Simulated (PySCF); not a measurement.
## Peak assignment

Molfile (atoms numbered from 1):
```
C7H10
     RDKit          3D

 17 16  0  0  0  0  0  0  0  0999 V2000
   -1.2039   -1.2678   -1.1584 C   0  0  0  0  0  0  0  0  0  0  0  0
   -1.4920   -0.2185   -0.3775 C   0  0  0  0  0  0  0  0  0  0  0  0
   -0.5995    0.9071   -0.0747 C   0  0  0  0  0  0  0  0  0  0  0  0
   -1.0649    1.9578    0.6273 C   0  0  0  0  0  0  0  0  0  0  0  0
    0.7942    0.9083   -0.5896 C   0  0  0  0  0  0  0  0  0  0  0  0
    1.7596    0.0402   -0.2580 C   0  0  0  0  0  0  0  0  0  0  0  0
    1.6510   -1.0898    0.7101 C   0  0  0  0  0  0  0  0  0  0  0  0
   -0.2282   -1.3677   -1.6415 H   0  0  0  0  0  0  0  0  0  0  0  0
   -1.9419   -2.0525   -1.3399 H   0  0  0  0  0  0  0  0  0  0  0  0
   -2.4876   -0.1524    0.0770 H   0  0  0  0  0  0  0  0  0  0  0  0
   -2.0950    1.9782    0.9948 H   0  0  0  0  0  0  0  0  0  0  0  0
   -0.4315    2.8193    0.8528 H   0  0  0  0  0  0  0  0  0  0  0  0
    1.0453    1.7164   -1.2861 H   0  0  0  0  0  0  0  0  0  0  0  0
    2.7427    0.1839   -0.7227 H   0  0  0  0  0  0  0  0  0  0  0  0
    1.8068   -2.0596    0.2075 H   0  0  0  0  0  0  0  0  0  0  0  0
    2.4335   -1.0103    1.4828 H   0  0  0  0  0  0  0  0  0  0  0  0
    0.6725   -1.1190    1.2073 H   0  0  0  0  0  0  0  0  0  0  0  0
  1  2  2  0
  2  3  1  0
  3  4  2  0
  3  5  1  0
  5  6  2  0
  6  7  1  0
  1  8  1  0
  1  9  1  0
  2 10  1  0
  4 11  1  0
  4 12  1  0
  5 13  1  0
  6 14  1  0
  7 15  1  0
  7 16  1  0
  7 17  1  0
M  END
```

[PySCF 2.14.0 with density-fitted response routines: couplings computed with B3LYP/pcJ-1 (without the spin–dipole term); NMR shieldings at CAM-B3LYP/pcSseg-1/GIAO; PBE0-D3(BJ)/def2-SVP geometry; non-relativistic; a single conformation; no solvent model; averaged over atoms made equivalent by symmetry, fast rotation or ring inversion]

References, each an isolated molecule treated in the same way: $^{13}$C (σref 182.45) and $^{1}$H (σref 31.33) vs TMS.

Q: Assign these signals to the numbered atoms. $^{13}$C{$^{1}$H} NMR (computed): δ 156.1 (C), 149.0 (CH), 142.9 (CH), 137.1 (CH), 128.4 (CH2), 127.0 (CH2), 18.0 (CH3).

A: 
156.1 → C3, fully substituted alkene carbon: as expected for a trigonal carbon in a double bond
149.0 → C2, alkene CH: the olefinic region
142.9 → C6, alkene CH
137.1 → C5, alkene CH
128.4 → C4, terminal =CH2 carbon: the olefinic region
127.0 → C1, terminal =CH2 carbon
18.0 → C7, allylic methyl carbon: aliphatic region, no heteroatom directly attached

C4 and C1 lie closer than the usual error of such a calculation, so a measured spectrum could show them in the other order.

Q: Assign these signals to the numbered atoms. $^{1}$H NMR (600 MHz, computed): δ 6.42 (m, 1H), 6.20 (d of sext, J = 12.9, 2.5 Hz, 1H), 5.82 (dq, J = 12.9, 8.2 Hz, 1H), 5.45 (ddt, J = 18.5, 2.1, 1.0 Hz, 1H), 5.45 (tt, J = 2.4, 1.1 Hz, 1H), 5.40 (dq, J = 11.7, 1.7 Hz, 1H), 5.24 (qd, J = 2.1, 1.0 Hz, 1H), 1.60 (dd, J = 8.2, 2.5 Hz, 3H).

A: 
6.42 → H10, hydrogen on an alkene CH: olefinic region
6.20 → H13, hydrogen on an alkene CH
5.82 → H14, hydrogen on an alkene CH
5.45 → H8, hydrogen on a terminal =CH2 carbon: a vinylic proton, deshielded by the sp2 carbon and the C=C anisotropy
5.45 → H11, hydrogen on a terminal =CH2 carbon
5.40 → H9, hydrogen on a terminal =CH2 carbon
5.24 → H12, hydrogen on a terminal =CH2 carbon
1.60 → H15/H16/H17, hydrogen on an allylic methyl carbon: allylic position

H8 and H11; H11 and H9 lie closer than the usual error of such a calculation, so a measured spectrum could show them in the other order.

Splittings below 1 Hz are ignored in the labels, and close J values are merged. Unscaled 3J(H,H) at this level run about 10 % above measured values. Shifts are as computed, not scaled to solution data. Of 1211 compounds with measured shifts, 218 miss one by over three times the rms of a fit or turn the order of signals round; such compounds aren't used in these exercises.
